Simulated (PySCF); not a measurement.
## Energy of La⁻ (lanthanum, charge -1) between two integer charges

The 5d alpha orbital of [Xe] 5d2 6s2 is emptied in steps (occupation f), with all orbitals relaxed, ending at [Xe] 5d1 6s2. Computed with PySCF 2.14 in def2-TZVPPD with the def2 core potential (46 electrons), with a scalar-relativistic core potential. The exact energy is a straight line in f; departures are measured from the line between the end points of the same method.

Question: Among PBE0, r2SCAN, LC-wPBE, which shows the largest delocalisation error (convex curve), and which is closest to linear?

Answer: Most convex: r2SCAN (-0.555 eV at f = 0.5); closest to linear: LC-wPBE (0.250 eV).

```csv
f,PBE0 (eV),r2SCAN (eV),LC-wPBE (eV)
1,0.000,0.000,0.000
0.9,-0.139,-0.200,0.083
0.7,-0.327,-0.466,0.200
0.5,-0.392,-0.555,0.250
0.3,-0.331,-0.464,0.221
0.1,-0.143,-0.198,0.097
0,0.000,0.000,0.000
```

```json
{"method": "PBE0", "E(f=0) − E(f=1) (eV)": "0.613", "−ε at f=1 (eV)": "-0.929", "−ε at f=0.5 (eV)": "0.600"}
{"method": "r2SCAN", "E(f=0) − E(f=1) (eV)": "0.886", "−ε at f=1 (eV)": "-1.337", "−ε at f=0.5 (eV)": "0.890"}
{"method": "LC-wPBE", "E(f=0) − E(f=1) (eV)": "0.247", "−ε at f=1 (eV)": "1.150", "−ε at f=0.5 (eV)": "0.310"}
```

At f = 1 the orbital energy is positive for PBE0, r2SCAN: only the finite basis holds the electron.

Reference removal energy between the ground levels: 0.558 eV (measured; photodetachment measurements, as compiled on the Wikipedia data page of electron affinities). The calculation has no spin-orbit coupling.
